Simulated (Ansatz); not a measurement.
Reaction (SMILES): [N]=C=O → [N-]=C=O (an electron is taken up)
B3LYP-D3(BJ)/def2-TZVP geometries, fixed; electronic energies without zero-point terms; positive where energy is released.
Largest species:
```
C
O 1 1.1754
N 1 1.2216 2 180.00
```
Charge 0, spin multiplicity 2.

Effect of the final integration grid (spheres per factor e of radius in core and valence, angular degree) at PBE/def2-TZVPP with Ansatz (an electronic-structure program), against the last row, where the adiabatic electron affinity is 3.31 eV. Open shells are unrestricted. The default's grid is 13, 11, 36.

```json
[
 {"setting": "accuracy: medium (default)", "largest shift of a total energy (mEh)": "0.000", "shift of the adiabatic electron affinity (eV)": "0.000"},
 {"setting": "final_grid: 4, 3, 11", "largest shift of a total energy (mEh)": "-0.387", "shift of the adiabatic electron affinity (eV)": "-0.002"},
 {"setting": "final_grid: 6, 5, 17", "largest shift of a total energy (mEh)": "0.021", "shift of the adiabatic electron affinity (eV)": "0.001"},
 {"setting": "final_grid: 8, 7, 23", "largest shift of a total energy (mEh)": "0.006", "shift of the adiabatic electron affinity (eV)": "0.000"},
 {"setting": "final_grid: 10, 9, 29", "largest shift of a total energy (mEh)": "0.001", "shift of the adiabatic electron affinity (eV)": "0.000"},
 {"setting": "final_grid: 18, 15, 47", "largest shift of a total energy (mEh)": "0.000", "shift of the adiabatic electron affinity (eV)": "0.000"},
 {"setting": "final_grid: 26, 22, 59", "largest shift of a total energy (mEh)": "0.000", "shift of the adiabatic electron affinity (eV)": "0.000"}
]
```

Within 0.002 eV in the adiabatic electron affinity: accuracy: medium (default); final_grid: 6, 5, 17; final_grid: 8, 7, 23; final_grid: 10, 9, 29; final_grid: 18, 15, 47. The largest shift is 0.387 mEh in a total energy and 0.002 eV in the difference.
